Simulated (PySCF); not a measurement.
Mayer bond orders and bond lengths

C6H9FO.
Numbering: `[CH3:1]/[CH:2]=[C:3](\[CH2:4][CH3:5])[C:6](=[O:7])[F:8]` (hydrogens: H9, H10, H11 on C1; H12 on C2; H13, H14 on C4; H15, H16, H17 on C5)

Structure used (GFN2-xTB), in Å, numbered top down from 1:
```
atom  x, y, z in Å
C1     1.9879   -0.8654    0.1675
C2     1.3262    0.4506   -0.0065
C3     0.0487    0.6650   -0.3517
C4    -0.9772   -0.4056   -0.6111
C5    -1.6475   -0.8437    0.6924
C6    -0.4687    2.0262   -0.4636
O7    -1.5563    2.3914   -0.7637
F8     0.4760    2.9821   -0.1715
H9     2.3268   -0.9642    1.1992
H10    1.3329   -1.6979   -0.0677
H11    2.8745   -0.9141   -0.4650
H12    1.9675    1.3048    0.1702
H13   -1.7370   -0.0016   -1.2818
H14   -0.5129   -1.2640   -1.0977
H15   -0.9126   -1.2396    1.3898
H16   -2.3881   -1.6138    0.4921
H17   -2.1471    0.0016    1.1593
```

Bond orders from the PBE0/pcSseg-1 density (PySCF). Isolated species at its GFN2-xTB geometry (one conformer only).

(1) How far do the computed orders between heavy atoms stray from the drawn ones?

(2) Set the Mayer orders of the bonds beside their lengths.

Results:

(1) The largest departure is 0.231, at C2–C3 (drawn double, 1.769).

(2) 
| bond | drawn as | length (Å) | Mayer order |
| --- | --- | --- | --- |
| C1–C2 | single | 1.483 | 1.091 |
| C2–C3 | double | 1.341 | 1.769 |
| C3–C4 | single | 1.505 | 1.043 |
| C4–C5 | single | 1.530 | 1.036 |
| C3–C6 | single | 1.461 | 1.047 |
| C6–O7 | double | 1.186 | 2.025 |
| C6–F8 | single | 1.375 | 0.950 |
| C1–H9 | single | 1.090 | 0.937 |
| C1–H10 | single | 1.085 | 0.956 |
| C1–H11 | single | 1.090 | 0.941 |
| C2–H12 | single | 1.083 | 0.941 |
| C4–H13 | single | 1.091 | 0.928 |
| C4–H14 | single | 1.091 | 0.938 |
| C5–H15 | single | 1.088 | 0.968 |
| C5–H16 | single | 1.087 | 0.969 |
| C5–H17 | single | 1.087 | 0.966 |

Bonds between the same two heavy elements. C–C: lowest C4–C5 (1.036, 1.530 Å), highest C2–C3 (1.769, 1.341 Å); in 1 of the 10 pairs the longer bond (by over 0.003 Å) has the higher order (by 0.02 or more).

Task: Sum the orders of all bonds at each heavy atom with more than one neighbour and set the sums beside the valence in the SMILES.

Result: C1 3.925 (drawn 4), C2 3.801 (drawn 4), C3 3.859 (drawn 4), C4 3.945 (drawn 4), C5 3.939 (drawn 4), C6 4.022 (drawn 4). Orders between atoms that aren't bonded are not in these sums.

The Mayer order sums products of elements of PS (density times overlap matrix) between the two atoms' basis functions, so it depends on the basis set.

These values come from a run that also computed NMR shieldings. Hardware: one thread, Arm Neoverse V1 (aarch64), no GPU, shared host with 32 logical CPUs at a one-minute load of 8.2. Cost: 31 s of wall time (with the writing of density and orbital grids), 0.87 GiB resident at most.
